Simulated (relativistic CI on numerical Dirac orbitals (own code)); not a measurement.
## Charge states of erbium

These numbers are calculated, not measured: Dirac-Coulomb-Breit CI, KLI orbitals optimised for each configuration, QED by a radiative potential, valence Slater integrals scaled by 0.9 (own radial code, finite nucleus).

Each species is treated in one configuration, given outside its closed core. Radial values are for the open shell of highest l, unscaled and averaged over j; ζ includes the Breit term. Labels give the leading LS character, summed over repeated terms.

```tsv
Ion	Configuration	Its lowest level	LS weight (%)	g_J	g√(J(J+1))	⟨r⟩ (bohr)	⟨r²⟩ (bohr²)	ζ (cm⁻¹)
Er⁵¹⁺	3s2.3p5	2P°_3/2	100	1.323	2.56	0.2035	0.04795	1.252e+06
Er⁵²⁺	3s2.3p4	3P_2	69	1.335	3.27	0.2024	0.04744	1.268e+06
Er⁵³⁺	3s2.3p3	J = 3/2 (mixed)	48	1.349	2.61	0.2014	0.04693	1.284e+06
Er⁵⁴⁺	3s2.3p2	3P_0	70		0.00	0.2003	0.04643	1.3e+06
Er⁵⁵⁺	3s2.3p	2P°_1/2	100	0.651	0.56	0.1992	0.04595	1.316e+06
Er⁵⁶⁺	3s2	1S_0	100		0.00			
Er⁵⁷⁺	3s	2S_1/2	100	1.986	1.72	0.2027	0.04692	
Er⁵⁸⁺	2s2.2p6	1S_0	100		0.00			
Er⁵⁹⁺	2s2.2p5	2P°_3/2	100	1.304	2.53	0.07422	0.006715	5.068e+06
Er⁶⁰⁺	2s2.2p4	3P_2	68	1.312	3.21	0.07372	0.006621	5.145e+06
Er⁶¹⁺	2s2.2p3	J = 3/2 (mixed)	48	1.321	2.56	0.07324	0.006531	5.224e+06
Er⁶²⁺	2s2.2p2	?	?	?	?	?	?	?
Er⁶³⁺	2s2.2p	2P°_1/2	100	0.624	0.54	0.07231	0.006359	5.383e+06
Er⁶⁴⁺	2s2	1S_0	100		0.00			
Er⁶⁵⁺	2s	2S_1/2	100	1.960	1.70	0.08157	0.007882	
Er⁶⁶⁺	1s2	1S_0	100		0.00
```

**Question.** Fill in the row of Er⁶²⁺.

**Answer.** Its lowest level 3P_0; LS weight (%) 69; g√(J(J+1)) 0.00; ⟨r⟩ (bohr) 0.07277; ⟨r²⟩ (bohr²) 0.006443; ζ (cm⁻¹) 5.303e+06.
